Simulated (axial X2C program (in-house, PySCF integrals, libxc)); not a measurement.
PmBr⁺: the levels of the configuration f4 s1

Computed with an axial X2C code built on PySCF integrals: two-component X2C with atomic mean-field Coulomb and Gaunt terms, basis Pm dyall-v3z, Br dyall-v3z (cores contracted in-house). Orbitals come from Hartree–Fock averaged over the configuration Pm f4 s1; CI then distributes these electrons over the f, s shells of Pm.

R = 2.582 Å (near the minimum of the configuration average).

Active spinors (ω > 0):

```
shell    ω  ε (eV)           character
    f  5/2   -5.59           100% Pm f
    f  3/2   -5.50           100% Pm f
    f  1/2   -5.46            99% Pm f
    f  7/2   -5.22           100% Pm f
    f  5/2   -5.14           100% Pm f
    f  3/2   -5.08           100% Pm f
    f  1/2   -5.05            99% Pm f
    s  1/2   -8.01  65% Pm s, 30% Pm d
```

Lowest levels of this model:

| Ω | energy (cm⁻¹) | g∥ | configuration |
| --- | --- | --- | --- |
| 1/2 | 0 | 0.71 | 100% f4 s1 |
| 3/2 | 81 | 1.94 | 100% f4 s1 |
| 5/2 | 186 | 2.78 | 100% f4 s1 |
| 7/2 | 343 | 3.73 | 100% f4 s1 |
| 1/2 | 998 | 0.73 | 100% f4 s1 |
| 3/2 | 1005 | 2.29 | 100% f4 s1 |
| 5/2 | 1038 | 4.07 | 100% f4 s1 |
| 7/2 | 1143 | 5.65 | 100% f4 s1 |
| 9/2 | 1185 | 7.79 | 100% f4 s1 |
| 3/2 | 2209 | 2.99 | 100% f4 s1 |
| 1/2 | 2213 | 0.98 | 100% f4 s1 |
| 5/2 | 2219 | 5.05 | 100% f4 s1 |
| 7/2 | 2266 | 7.10 | 100% f4 s1 |
| 9/2 | 2340 | 9.23 | 100% f4 s1 |
| 11/2 | 2354 | 11.58 | 100% f4 s1 |
| 1/2 | 3612 | 1.12 | 100% f4 s1 |
| 3/2 | 3613 | 3.38 | 100% f4 s1 |
| 5/2 | 3621 | 5.69 | 100% f4 s1 |
| 7/2 | 3647 | 8.00 | 100% f4 s1 |
| 9/2 | 3695 | 10.30 | 100% f4 s1 |
| 11/2 | 3749 | 12.66 | 100% f4 s1 |
| 13/2 | 3755 | 15.18 | 100% f4 s1 |
| 9/2 | 4415 | 7.07 | 100% f4 s1 |
| 11/2 | 5280 | 13.52 | 100% f4 s1 |
| 13/2 | 5312 | 16.00 | 100% f4 s1 |
| 15/2 | 5327 | 18.63 | 100% f4 s1 |
| 11/2 | 6228 | 11.07 | 100% f4 s1 |
| 13/2 | 6971 | 16.75 | 100% f4 s1 |
| 15/2 | 6974 | 19.30 | 100% f4 s1 |
| 17/2 | 7029 | 21.95 | 100% f4 s1 |

g∥ is the magnitude of 2⟨Lz + ge Sz⟩ for the +Ω component.

Task: From Ω and g∥ of the lowest level, whose 2⟨Lz + ge Sz⟩ is positive, find ⟨Sz⟩ and ⟨Lz⟩ (ge = 2.0023).

Result: Ω = ⟨Lz⟩ + ⟨Sz⟩ = 1/2 and ⟨Lz⟩ + ge⟨Sz⟩ = 0.355, so ⟨Sz⟩ = -0.14 and ⟨Lz⟩ = 0.64.

Occupations of the active spinors in the lowest level by ω, shell by shell in order of energy: -7/2: 0.20; -5/2: 0.53 0.12; -3/2: 0.32 0.14; -1/2: 0.57 0.07 0.52; 1/2: 0.41 0.10 0.48; 3/2: 0.45 0.13; 5/2: 0.62 0.09; 7/2: 0.27. The leading determinant has weight 0.10 among 447.

This point took 1.9 s on 1 thread of Arm Neoverse V2, on a shared host.

Dynamic correlation is missing, so gaps between terms are too wide and other configurations may lie lower; the lowest level listed is that of this model, not necessarily the ground state. At most 4 roots were kept for each Ω > 0 (twice that for Ω = 0) within 2.2 eV of the lowest, so higher up levels can be missing between those listed; levels with Ω > 0 are doubly degenerate and listed once, Ω = 0 levels singly.
